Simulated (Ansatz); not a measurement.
`CC[SiH2][SiH3]` + `O=C(O)O` → `O=C(O)O[SiH2][SiH3]` + `CC`  (ligand exchange at the Si–C bond)

Calculated with Ansatz (gas phase, PBE0-D4/def2-TZVP geometries, no zero-point term in ΔE). CBS: MP2 limit from def2 TZ/QZ plus the TZ coupled-cluster correction, frozen cores. This one scheme is used for every species. Functionals use def2-TZVPP. B3LYP here is the variant with VWN-RPA as its local correlation; programs differ in this. One conformer a species, not always the lowest.

`CC[SiH2][SiH3]`:

Cartesian coordinates in Å:
```
C -0.071 1.839 -0.363
C 0.686 0.995 0.657
Si -0.126 -0.666 1.017
Si -0.305 -1.983 -0.911
H -1.094 2.041 -0.034
H -0.136 1.337 -1.331
H 0.418 2.803 -0.526
H 1.709 0.806 0.316
H 0.777 1.533 1.607
H -1.494 -0.450 1.573
H 0.662 -1.417 2.036
H 1.039 -2.208 -1.512
H -1.160 -1.322 -1.936
H -0.903 -3.308 -0.593
```

`O=C(O)O`:

Z-matrix (Å, degrees):
```
C
O 1 1.331
O 1 1.331 2 108.9
O 1 1.200 2 125.6 3 180.0
H 2 0.965 1 106.3 3 -180.0
H 3 0.965 1 106.3 2 -180.0
```

`O=C(O)O[SiH2][SiH3]`:

Z-matrix (Å, degrees):
```
Si
O 1 1.706
Si 1 2.340 2 111.3
H 1 1.485 2 107.9 3 124.0
H 1 1.482 2 101.7 3 -121.1
C 2 1.317 1 117.0 3 -48.6
H 3 1.482 1 111.3 2 94.7
H 3 1.486 1 109.1 2 -27.4
H 3 1.490 1 108.7 2 -145.4
O 6 1.330 2 110.6 1 -179.1
O 6 1.208 2 124.8 1 1.1
H 10 0.965 6 106.5 2 -179.9
```

`CC`:

Z-matrix (Å, degrees):
```
C
C 1 1.519
H 1 1.093 2 111.4
H 1 1.093 2 111.4 3 120.0
H 1 1.093 2 111.4 3 -120.0
H 2 1.093 1 111.4 3 180.0
H 2 1.093 1 111.4 3 -60.0
H 2 1.093 1 111.4 3 60.0
```

```tsv
level	ΔE (kJ/mol)
r2SCAN-D4	-87.8
PBE0-D4	-79.6
r2SCAN	-88.0
B3LYP	-92.0
```

Problem. What does CCSD(T)/CBS give? (Best estimate.)

Solution. The calculation gave: -89.9 kJ/mol. The listed levels differ from it by 2.1, 10.3, 1.9, -2.1 kJ/mol.

Largest T1 diagnostic among the species: 0.015.

In def2-TZVPP, CCSD(T) changes the Hartree–Fock value by +15.0 kJ/mol (the triples alone add +1.3 kJ/mol) and MP2 by +14.6 kJ/mol.
